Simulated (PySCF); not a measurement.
What settings do to a single point of [Dy(OH)4]−

The sound run of [Dy(OH)4]− (singlet in the valence; each metal's 4f electrons, 9 of them, lie in its core potential, out of spins and levels) uses PySCF 2.14.0, RKS r2SCAN, Dy lcecp-1-SVP with ECP55, O def2-SVP, H def2-SVP; non-relativistic Hamiltonian with scalar-relativistic core potentials where named; density fitting; no spin-orbit coupling, grid (50, 194), threshold 1e-8 Eh and 55 cycles, at the relaxed geometry:

```xyz
9

Dy    0.0000    0.0000    0.0000
O     1.3435    1.0814    1.2249
H     1.9199    1.6053    1.7790
O    -1.3435   -1.0814    1.2249
H    -1.9199   -1.6053    1.7790
O     1.0814   -1.3435   -1.2249
H     1.6053   -1.9199   -1.7790
O    -1.0814    1.3435   -1.2249
H    -1.6053    1.9199   -1.7790
```

There Dy1 has a Mulliken charge of 0.75 e and the dipole about the centre of mass is 0.00 D. Each run below changes one thing and starts from free metal ions and neutral atoms unless it says otherwise; with 55 cycles, smearing, a level shift and second-order steps follow where DIIS fails, and their cycles count. Energy shifts count from the sound run. On f atoms grids over 110 angular points are at least (60, 302).

| change | outcome | cycles | energy shift (eV) | largest force component (eV/Å) | charge on Dy1 (e) | dipole about the centre of mass (D) |
| --- | --- | --- | --- | --- | --- | --- |
| threshold 0.0001 | converged | 6 | 0.0000 | 0.01 | 0.75 | 0.00 |
| grid (30, 86) | converged | 8 | 0.19 | 0.30 | 0.75 | 0.00 |
| cycle limit 5 | not converged | 5 | – | – | – | – |

How does the run with this change end: start from the bare core Hamiltonian, limit 73 cycles?

outcome converged, cycles 12, energy shift (eV) 0.0000, largest force component (eV/Å) 0.01, charge on Dy1 (e) 0.75, dipole about the centre of mass (D) 0.00.

Forces carry noise of the integration grid, about 0.01 to 0.03 eV/Å.

No frequency check is given that shows the relaxed geometry to be a minimum. An lcecp potential fixes the number of 4f electrons, so in runs with it no electron can move into or out of that shell.
